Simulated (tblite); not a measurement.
Compound: C7H11GaO.
Atom-mapped SMILES: `[CH:1]#[C:2][C:3](=[CH2:4])[C:5]([CH3:6])([CH3:7])[O:8][GaH2:9]` (hydrogens: H10 on C1; H11, H12 on C4; H13, H14, H15 on C6; H16, H17, H18 on C7; H19, H20 on Ga9)

Computed with GFN2-xTB (tblite), gas phase: L-BFGS steps from a force-field or distance-geometry start until the largest atomic force falls under 0.01 eV/Å.

Step 42: E = -701.7600 eV
```
atom  x, y, z in Å  |  force x, y, z in eV/Å
C1     -2.0818    2.0614    1.0805    0.000  -0.030   0.011
C2     -1.7005    1.2145    0.3192   -0.025  -0.002  -0.020
C3     -1.2039    0.2309   -0.5747    0.006   0.009   0.003
C4     -1.8725   -0.0799   -1.6824   -0.017  -0.008   0.023
C5      0.1427   -0.3510   -0.1598   -0.012  -0.008   0.016
C6      0.0068   -1.0666    1.1908    0.013  -0.020   0.009
C7      0.7150   -1.3223   -1.1919   -0.020   0.004   0.010
O8      1.0336    0.7370   -0.0061    0.012   0.011  -0.009
Ga9     2.6287    1.3097    0.1245    0.060   0.021   0.003
H10    -2.4281    2.7946    1.7470    0.001  -0.008  -0.023
H11    -1.5214   -0.8002   -2.3990    0.008  -0.013   0.037
H12    -2.8175    0.3870   -1.9045   -0.003   0.029   0.016
H13    -0.5915   -1.9699    1.0971   -0.045   0.034  -0.019
H14    -0.4472   -0.4057    1.9269    0.003   0.013  -0.050
H15     1.0076   -1.3338    1.5333    0.003  -0.028   0.029
H16     0.8149   -0.8251   -2.1558    0.024  -0.001   0.014
H17     0.0795   -2.1985   -1.2907    0.025  -0.021  -0.028
H18     1.7075   -1.6252   -0.8519   -0.026  -0.025  -0.023
H19     3.9145    0.4405   -0.0426   -0.011   0.015  -0.002
H20     2.6084    2.8132    0.4176    0.004   0.027   0.002
```

Step 43: E = -701.7608 eV
```
atom  x, y, z in Å  |  force x, y, z in eV/Å
C1     -2.0803    2.0618    1.0815   -0.012  -0.016   0.024
C2     -1.7018    1.2145    0.3195    0.003  -0.023  -0.041
C3     -1.2024    0.2317   -0.5746    0.006   0.004   0.019
C4     -1.8719   -0.0808   -1.6814   -0.021  -0.008   0.008
C5      0.1453   -0.3502   -0.1581   -0.060  -0.021  -0.019
C6      0.0055   -1.0680    1.1915    0.009   0.003  -0.027
C7      0.7162   -1.3220   -1.1918   -0.026   0.019   0.020
O8      1.0357    0.7374   -0.0039   -0.005  -0.008  -0.004
Ga9     2.6296    1.3104    0.1245    0.071   0.035   0.004
H10    -2.4281    2.7949    1.7477    0.003  -0.012  -0.026
H11    -1.5210   -0.8008   -2.3991    0.006  -0.002   0.052
H12    -2.8178    0.3855   -1.9041    0.016   0.021   0.025
H13    -0.6004   -1.9661    1.0948   -0.031   0.040  -0.009
H14    -0.4440   -0.4036    1.9270    0.001   0.008  -0.037
H15     1.0046   -1.3416    1.5325    0.006  -0.036   0.036
H16     0.8160   -0.8258   -2.1561    0.015   0.005   0.013
H17     0.0811   -2.1986   -1.2893    0.021  -0.017  -0.029
H18     1.7087   -1.6247   -0.8540   -0.006  -0.031  -0.009
H19     3.9150    0.4423   -0.0440   -0.004   0.014  -0.001
H20     2.6047    2.8143    0.4149    0.009   0.026   0.003
```

Step 44: E = -701.7617 eV
```
atom  x, y, z in Å  |  force x, y, z in eV/Å
C1     -2.0787    2.0616    1.0829   -0.025  -0.002   0.032
C2     -1.7037    1.2142    0.3196    0.034  -0.035  -0.052
C3     -1.2007    0.2328   -0.5742    0.002  -0.008   0.031
C4     -1.8717   -0.0820   -1.6795   -0.018  -0.005  -0.009
C5      0.1479   -0.3494   -0.1565   -0.083  -0.025  -0.053
C6      0.0042   -1.0696    1.1920    0.000   0.027  -0.059
C7      0.7173   -1.3216   -1.1916   -0.023   0.024   0.020
O8      1.0384    0.7379   -0.0018   -0.014  -0.030   0.001
Ga9     2.6321    1.3119    0.1247    0.054   0.044   0.003
H10    -2.4285    2.7949    1.7478    0.004  -0.013  -0.023
H11    -1.5206   -0.8018   -2.3978    0.005   0.002   0.058
H12    -2.8180    0.3842   -1.9030    0.030   0.013   0.035
H13    -0.6118   -1.9606    1.0916   -0.013   0.040   0.002
H14    -0.4403   -0.4009    1.9260   -0.002   0.007  -0.016
H15     1.0009   -1.3513    1.5328    0.000  -0.043   0.034
H16     0.8181   -0.8265   -2.1563    0.002   0.013   0.011
H17     0.0833   -2.1989   -1.2884    0.010  -0.012  -0.029
H18     1.7098   -1.6254   -0.8568    0.014  -0.031   0.011
H19     3.9159    0.4449   -0.0456    0.010   0.009  -0.001
H20     2.6007    2.8162    0.4118    0.016   0.026   0.004
```

Step 45: E = -701.7627 eV
```
atom  x, y, z in Å  |  force x, y, z in eV/Å
C1     -2.0770    2.0608    1.0845   -0.033   0.004   0.031
C2     -1.7052    1.2136    0.3195    0.057  -0.029  -0.044
C3     -1.1988    0.2338   -0.5736   -0.007  -0.023   0.031
C4     -1.8720   -0.0836   -1.6767   -0.008   0.001  -0.021
C5      0.1501   -0.3487   -0.1557   -0.068  -0.020  -0.067
C6      0.0027   -1.0708    1.1913   -0.009   0.042  -0.067
C7      0.7185   -1.3208   -1.1914   -0.011   0.012   0.008
O8      1.0415    0.7384    0.0003   -0.011  -0.046   0.003
Ga9     2.6361    1.3143    0.1251    0.010   0.041   0.000
H10    -2.4295    2.7944    1.7473    0.002  -0.009  -0.015
H11    -1.5200   -0.8028   -2.3948    0.003  -0.004   0.049
H12    -2.8182    0.3829   -1.9008    0.032   0.007   0.040
H13    -0.6250   -1.9534    1.0877    0.004   0.032   0.011
H14    -0.4364   -0.3977    1.9241   -0.004   0.010   0.005
H15     0.9962   -1.3626    1.5338   -0.015  -0.043   0.018
H16     0.8210   -0.8272   -2.1566   -0.010   0.023   0.009
H17     0.0855   -2.1988   -1.2882   -0.006  -0.009  -0.029
H18     1.7108   -1.6277   -0.8595    0.024  -0.021   0.031
H19     3.9179    0.4483   -0.0473    0.026   0.003  -0.001
H20     2.5965    2.8185    0.4086    0.023   0.029   0.006
```

Task: Estimate the geometry and energy of step 46. (The exact step hangs on the optimiser's Hessian estimate; all steps are aligned on step 45, rigid shifts and turns removed.)

Result: E = -701.7636 eV, largest force 0.065 eV/Å
```
atom  x, y, z in Å  |  force x, y, z in eV/Å
C1     -2.0761    2.0595    1.0858   -0.035  -0.001   0.019
C2     -1.7054    1.2132    0.3192    0.063  -0.007  -0.016
C3     -1.1971    0.2344   -0.5727   -0.014  -0.031   0.017
C4     -1.8728   -0.0851   -1.6736    0.007   0.007  -0.021
C5      0.1514   -0.3481   -0.1564   -0.023  -0.012  -0.050
C6      0.0013   -1.0709    1.1893   -0.016   0.039  -0.043
C7      0.7196   -1.3201   -1.1915    0.006  -0.012  -0.010
O8      1.0446    0.7384    0.0017    0.002  -0.049  -0.001
Ga9     2.6403    1.3167    0.1255   -0.036   0.026  -0.005
H10    -2.4312    2.7932    1.7465   -0.001  -0.001  -0.005
H11    -1.5194   -0.8038   -2.3906    0.001  -0.019   0.028
H12    -2.8186    0.3813   -1.8971    0.020   0.006   0.036
H13    -0.6363   -1.9460    1.0841    0.012   0.017   0.014
H14    -0.4335   -0.3948    1.9215   -0.004   0.017   0.019
H15     0.9912   -1.3726    1.5352   -0.032  -0.034  -0.006
H16     0.8244   -0.8276   -2.1569   -0.015   0.029   0.006
H17     0.0866   -2.1979   -1.2890   -0.019  -0.009  -0.031
H18     1.7113   -1.6314   -0.8610    0.019  -0.003   0.042
H19     3.9215    0.4518   -0.0485    0.034   0.002   0.000
H20     2.5932    2.8207    0.4062    0.029   0.034   0.008
```

The energy changes by -0.0009 eV. The first-order estimate −F·Δx gives -0.0013 eV and the mean of the old and new forces, exact on a quadratic surface, -0.0009 eV. The step makes an angle of 75° with the force vector and moves no atom by more than 0.014 Å.

What follows is the cost of the whole relaxation. Hardware: an Arm Neoverse N1 with one thread, shared host with 64 logical CPUs at a one-minute load of 56. Cost: 3.4 s wall.
